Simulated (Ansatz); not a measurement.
The cluster Cu4Cl4. Total charge 0; triplet. Geometry r2SCAN-D4/def2-SVP.

```csv
atom,x (Å),y (Å),z (Å)
Cu1,0.351,1.418,-1.455
Cu2,-0.357,-1.418,1.454
Cu3,-0.168,0.901,0.838
Cu4,0.178,-0.901,-0.835
Cl5,0.046,3.030,0.020
Cl6,-0.662,0.172,2.952
Cl7,0.665,-0.172,-2.952
Cl8,-0.053,-3.030,-0.021
```

The 6-31G sets use Cartesian d functions. At PBE0-D4/def2-TZVP a singlet of charge 0 lies 2.42 eV below the triplet, each at its own geometry. The structure comes from a short search, and lower isomers may exist.

Task: Estimate the α-spin orbital energies around the gap (eV) in Ansatz with HF/6-31G, PBE-D4/def2-TZVP, r2SCAN-D4/def2-TZVP, r2SCANh-D4/def2-TZVP, BHLYP-D4/def2-TZVP.

Result: 
```json
{"orbital": "HOMO−5", "HF/6-31G": "-12.52", "PBE-D4/def2-TZVP": "-7.08", "r2SCAN-D4/def2-TZVP": "-7.39", "r2SCANh-D4/def2-TZVP": "-8.24", "BHLYP-D4/def2-TZVP": "-10.61"}
{"orbital": "HOMO−4", "HF/6-31G": "-12.52", "PBE-D4/def2-TZVP": "-7.08", "r2SCAN-D4/def2-TZVP": "-7.32", "r2SCANh-D4/def2-TZVP": "-8.02", "BHLYP-D4/def2-TZVP": "-10.37"}
{"orbital": "HOMO−3", "HF/6-31G": "-12.24", "PBE-D4/def2-TZVP": "-6.99", "r2SCAN-D4/def2-TZVP": "-7.26", "r2SCANh-D4/def2-TZVP": "-7.93", "BHLYP-D4/def2-TZVP": "-10.00"}
{"orbital": "HOMO−2", "HF/6-31G": "-11.61", "PBE-D4/def2-TZVP": "-6.93", "r2SCAN-D4/def2-TZVP": "-7.21", "r2SCANh-D4/def2-TZVP": "-7.92", "BHLYP-D4/def2-TZVP": "-9.68"}
{"orbital": "HOMO−1", "HF/6-31G": "-11.02", "PBE-D4/def2-TZVP": "-6.63", "r2SCAN-D4/def2-TZVP": "-6.94", "r2SCANh-D4/def2-TZVP": "-7.66", "BHLYP-D4/def2-TZVP": "-9.24"}
{"orbital": "HOMO", "HF/6-31G": "-8.24", "PBE-D4/def2-TZVP": "-4.76", "r2SCAN-D4/def2-TZVP": "-4.96", "r2SCANh-D4/def2-TZVP": "-5.38", "BHLYP-D4/def2-TZVP": "-6.82"}
{"orbital": "LUMO", "HF/6-31G": "0.30", "PBE-D4/def2-TZVP": "-1.97", "r2SCAN-D4/def2-TZVP": "-1.71", "r2SCANh-D4/def2-TZVP": "-1.37", "BHLYP-D4/def2-TZVP": "-0.23"}
{"orbital": "LUMO+1", "HF/6-31G": "0.55", "PBE-D4/def2-TZVP": "-1.69", "r2SCAN-D4/def2-TZVP": "-1.51", "r2SCANh-D4/def2-TZVP": "-1.25", "BHLYP-D4/def2-TZVP": "-0.18"}
{"orbital": "LUMO+2", "HF/6-31G": "1.81", "PBE-D4/def2-TZVP": "-1.57", "r2SCAN-D4/def2-TZVP": "-1.35", "r2SCANh-D4/def2-TZVP": "-1.02", "BHLYP-D4/def2-TZVP": "-0.14"}
{"orbital": "LUMO+3", "HF/6-31G": "2.21", "PBE-D4/def2-TZVP": "-1.10", "r2SCAN-D4/def2-TZVP": "-0.72", "r2SCANh-D4/def2-TZVP": "-0.41", "BHLYP-D4/def2-TZVP": "0.40"}
{"orbital": "LUMO+4", "HF/6-31G": "2.34", "PBE-D4/def2-TZVP": "-0.14", "r2SCAN-D4/def2-TZVP": "0.09", "r2SCANh-D4/def2-TZVP": "0.39", "BHLYP-D4/def2-TZVP": "1.48"}
{"orbital": "LUMO+5", "HF/6-31G": "2.90", "PBE-D4/def2-TZVP": "0.03", "r2SCAN-D4/def2-TZVP": "0.35", "r2SCANh-D4/def2-TZVP": "0.66", "BHLYP-D4/def2-TZVP": "1.74"}
{"orbital": "β HOMO", "HF/6-31G": "-9.10", "PBE-D4/def2-TZVP": "-6.68", "r2SCAN-D4/def2-TZVP": "-6.74", "r2SCANh-D4/def2-TZVP": "-7.13", "BHLYP-D4/def2-TZVP": "-8.93"}
{"orbital": "β LUMO", "HF/6-31G": "0.19", "PBE-D4/def2-TZVP": "-6.12", "r2SCAN-D4/def2-TZVP": "-6.15", "r2SCANh-D4/def2-TZVP": "-5.99", "BHLYP-D4/def2-TZVP": "-4.12"}
```
